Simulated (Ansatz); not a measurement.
`C[O][K]` + H₂O → `[OH][K]` + CH₃OH at 700 K and 1 bar (formal hydrolysis of a K–O bond).

Calculated with Ansatz (gas phase, PBE0-D4/def2-TZVP geometries, no zero-point term in ΔE). CCSD(T)/CBS adds triple-zeta CCSD(T) − MP2 to the extrapolated MP2 energy (def2 sets, frozen cores). This one scheme is used for every species. For K outer-core shells are correlated without core-valence functions, which leaves a few kJ/mol of doubt a bond. Scalar relativity is left out up to krypton.

| species | CCSD(T)/CBS energy (Eh) | H − E (kJ/mol) | S (J/(mol·K)) |
| --- | --- | --- | --- |
| `C[O][K]` | -714.47647 | 147.2 | 340.6 |
| H₂O | -76.37941 | 80.5 | 218.4 |
| `[OH][K]` | -675.23723 | 62.4 | 278.5 |
| CH₃OH | -115.61712 | 170.8 | 288.5 |

H − E and S are ideal-gas, rigid-rotor, harmonic terms from PBE0-D4/def2-TZVP. 1 Eh = 2625.50 kJ/mol, R = 8.31446 J/(mol·K).

Problem. By hand: ΔE, ΔH, ΔS and ΔG.

Solution. ΔE = (-675.23723) + (-115.61712) − (-714.47647) − (-76.37941) = 0.00153 Eh = 4.0 kJ/mol. Δ(H − E) = 62.4 + 170.8 − 147.2 − 80.5 = 5.5, so ΔH = 9.5 kJ/mol. ΔS = 278.5 + 288.5 − 340.6 − 218.4 = 8.0 J/(mol·K). ΔG = 9.5 − 700 × (8.0)/1000 = 3.9 kJ/mol.

Problem. By hand: the equilibrium constant, and the temperature at which ΔG would vanish if ΔH and ΔS stayed fixed.

Solution. log₁₀ K = −ΔG/(RT ln 10) = -0.3. ΔG = 0 at ΔH/ΔS = 1188 K, though so small a ΔH makes that figure unsure.

TΔS isn't small against ΔH here. The sign of ΔG lies within the doubt. A doubt of 5 kJ/mol in ΔE shifts log₁₀ K by 0.4 here. These are equilibria of isolated gas molecules and say nothing of rates. Largest T1 diagnostic: 0.012 (customary marks: 0.02 for closed shells, 0.045 for open ones).
